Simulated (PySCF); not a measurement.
H$_{2}$FMgN, singlet, geometry from GFN2-xTB (such geometries of metal compounds can be far from the true shape), atoms displaced at random by about 0.08 Å a coordinate; R2SCAN/cc-pVDZ, gradient by finite differences (PySCF).

PySCF was given this input:
```python
from pyscf import gto, scf, dft

mol = gto.M(
    atom='''
Mg    0.608719   -0.057717    0.014937
F    -0.015770    1.390446   -0.897864
N    -0.620042   -1.285841    0.819892
H    -1.194332   -1.543745    0.301218
H    -0.960584   -0.592791    1.607903
''',
    basis='cc-pvdz',
    charge=0,
    spin=0,
    verbose=4,
)

mf = dft.RKS(mol)
mf.xc = 'r2scan'
mf.conv_tol = 1e-11
mf.kernel()
scan, done = mf.as_scanner(), []
scan.scf_summary = {}
def energy(d):
    c = mol.atom_coords()
    c[1, 1] += d
    e = scan(mol.set_geom_(c, unit='Bohr', inplace=False))
    done.append(scan.converged)
    return e
h = 0.2
fd = (energy(h) - energy(-h)) / (2 * h)
print('dE/dx =', fd)
```

It wrote (shortened):

```
PySCF version 2.14.0

[INPUT] verbose = 4
[INPUT] num. atoms = 5
[INPUT] num. electrons = 30
[INPUT] charge = 0
[INPUT] spin (= nelec alpha-beta = 2S) = 0
[INPUT] symmetry False subgroup None
[INPUT] Mole.unit = angstrom
[INPUT] Symbol           X                Y                Z      unit          X                Y                Z       unit  Magmom
[...]
nuclear repulsion = 81.3982701741949
number of shells = 21
number of NR pGTOs = 107
number of NR cGTOs = 56
basis = cc-pvdz
ecp = {}

******** <class 'pyscf.dft.rks.RKS'> ********
method = RKS
initial guess = minao
damping factor = 0
level_shift factor = 0
DIIS = <class 'pyscf.scf.diis.CDIIS'>
diis_start_cycle = 1
diis_space = 8
diis_damp = 0
SCF conv_tol = 1e-11
SCF conv_tol_grad = None
SCF max_cycles = 50
direct_scf = True
direct_scf_tol = 1e-13
XC library pyscf.dft.libxc version 7.1.2
    S. Lehtola, C. Steigemann, M. J. T. Oliveira, and M. A. L. Marques,  SoftwareX 7, 1–5 (2018)
XC functionals = r2scan
    J. W. Furness, A. D. Kaplan, J. Ning, J. P. Perdew, and J. Sun,  J. Phys. Chem. Lett. 11, 8208–8215 (2020)
    J. W. Furness, A. D. Kaplan, J. Ning, J. P. Perdew, and J. Sun,  J. Phys. Chem. Lett. 11, 9248–9248 (2020)
    J. W. Furness, A. D. Kaplan, J. Ning, J. P. Perdew, and J. Sun,  J. Phys. Chem. Lett. 11, 8208–8215 (2020)
    J. W. Furness, A. D. Kaplan, J. Ning, J. P. Perdew, and J. Sun,  J. Phys. Chem. Lett. 11, 9248–9248 (2020)
radial grids:
    Treutler-Ahlrichs [JCP 102, 346 (1995); DOI:10.1063/1.469408] (M4) radial grids

becke partition: Becke, JCP 88, 2547 (1988); DOI:10.1063/1.454033
pruning grids: <function nwchem_prune>
grids dens level: 3
symmetrized grids: False
atomic radii adjust function: <function treutler_atomic_radii_adjust>
small_rho_cutoff = 0
Set gradient conv threshold to 3.16228e-06
Initial guess from minao.
tot grids = 66360
init E= -355.790452399745
[...]
cycle= 1 E= -355.547716184508  delta_E= 0.243  |g|= 1.01  |ddm|= 1.91
[...]
cycle= 2 E= -353.587891042606  delta_E= 1.96  |g|= 2.72  |ddm|=  3.1
[...]
cycle= 3 E= -355.752462919717  delta_E= -2.16  |g|= 0.183  |ddm|= 2.78
[...]
cycle= 4 E= -355.765452931014  delta_E= -0.013  |g|= 0.06  |ddm|= 0.331
[...]
cycle= 5 E= -355.766106284104  delta_E= -0.000653  |g|= 0.0403  |ddm|= 0.0791
[...]
cycle= 6 E= -355.766385056869  delta_E= -0.000279  |g|= 0.0138  |ddm|= 0.0342
[...]
cycle= 7 E= -355.766431469557  delta_E= -4.64e-05  |g|= 0.00131  |ddm|= 0.0107
[...]
[...]
converged SCF energy = -355.766431825416
converged SCF energy = -355.762557773512
[...]
   5 H     -0.960584000000  -0.592791000000   1.607903000000 AA   -1.815240679639  -1.120212639107   3.038496304867 Bohr

******** <class 'pyscf.scf.hf.RKS_Scanner'> ********
method = RKS_Scanner
initial guess = minao
damping factor = 0
level_shift factor = 0
DIIS = <class 'pyscf.scf.diis.CDIIS'>
diis_start_cycle = 1
diis_space = 8
diis_damp = 0
SCF conv_tol = 1e-11
SCF conv_tol_grad = None
SCF max_cycles = 50
direct_scf = True
direct_scf_tol = 1e-13
XC library pyscf.dft.libxc version 7.1.2
    S. Lehtola, C. Steigemann, M. J. T. Oliveira, and M. A. L. Marques,  SoftwareX 7, 1–5 (2018)
XC functionals = r2scan
    J. W. Furness, A. D. Kaplan, J. Ning, J. P. Perdew, and J. Sun,  J. Phys. Chem. Lett. 11, 8208–8215 (2020)
    J. W. Furness, A. D. Kaplan, J. Ning, J. P. Perdew, and J. Sun,  J. Phys. Chem. Lett. 11, 9248–9248 (2020)
    J. W. Furness, A. D. Kaplan, J. Ning, J. P. Perdew, and J. Sun,  J. Phys. Chem. Lett. 11, 8208–8215 (2020)
    J. W. Furness, A. D. Kaplan, J. Ning, J. P. Perdew, and J. Sun,  J. Phys. Chem. Lett. 11, 9248–9248 (2020)
radial grids:
    Treutler-Ahlrichs [JCP 102, 346 (1995); DOI:10.1063/1.469408] (M4) radial grids

becke partition: Becke, JCP 88, 2547 (1988); DOI:10.1063/1.454033
pruning grids: <function nwchem_prune>
grids dens level: 3
symmetrized grids: False
atomic radii adjust function: <function treutler_atomic_radii_adjust>
small_rho_cutoff = 0
Set gradient conv threshold to 3.16228e-06
tot grids = 66360
init E= -355.799218483907
[...]
cycle= 1 E= -355.765698527126  delta_E= 0.0335  |g|= 0.0262  |ddm|= 0.194
[...]
cycle= 2 E= -355.765513815117  delta_E= 0.000185  |g|= 0.0407  |ddm|= 0.0588
[...]
cycle= 3 E= -355.765867611562  delta_E= -0.000354  |g|= 0.00819  |ddm|= 0.0341
[...]
cycle= 4 E= -355.765880118103  delta_E= -1.25e-05  |g|= 0.00117  |ddm|= 0.00621
[...]
cycle= 5 E= -355.765880418099  delta_E= -3e-07  |g|= 0.000497  |ddm|= 0.00119
[...]
cycle= 6 E= -355.765880464581  delta_E= -4.65e-08  |g|= 0.000122  |ddm|= 0.000409
[...]
cycle= 7 E= -355.765880467776  delta_E= -3.19e-09  |g|= 9.28e-06  |ddm|= 9.41e-05
[...]
cycle= 8 E= -355.765880467796  delta_E= -2.05e-11  |g|= 1.99e-06  |ddm|= 1.07e-05
[...]
cycle= 9 E= -355.765880467799  delta_E= -2.27e-12  |g|= 4.95e-07  |ddm|= 2.22e-06
[...]
Extra cycle  E= -355.7658804678  delta_E= -1.14e-12  |g|= 1.08e-06  |ddm|= 1.18e-06
converged SCF energy = -355.7658804678
dE/dx = 0.008306735719969538
```
